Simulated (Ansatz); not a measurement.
A calculation with Ansatz (development build ahead of 0.2.0).

```yaml
crystal:
  periodic: [false, false, false]
  atoms:
    - { symbol: H, position_ang: [0.0, 0.0, -1.23198] }
    - { symbol: Be, position_ang: [0.0, 0.0, 0.0] }
    - { symbol: H, position_ang: [0.0, 0.0, 1.23198] }
basis:
  gaussian: { orbitals: def2-TZVP }
hamiltonian:
  xc: hf
correlation:
  method: mp2
  frozen_orbitals: { Be: 0, H: 0 }
```

The input is written out in the form of the current development build from the run's settings.

Results

* Converged: yes
* Reference energy: -15.76231 hartree
* Correlation energy: -0.08024 hartree
* Total energy: -15.84254 hartree
* Spin squared of the determinant: 0.000
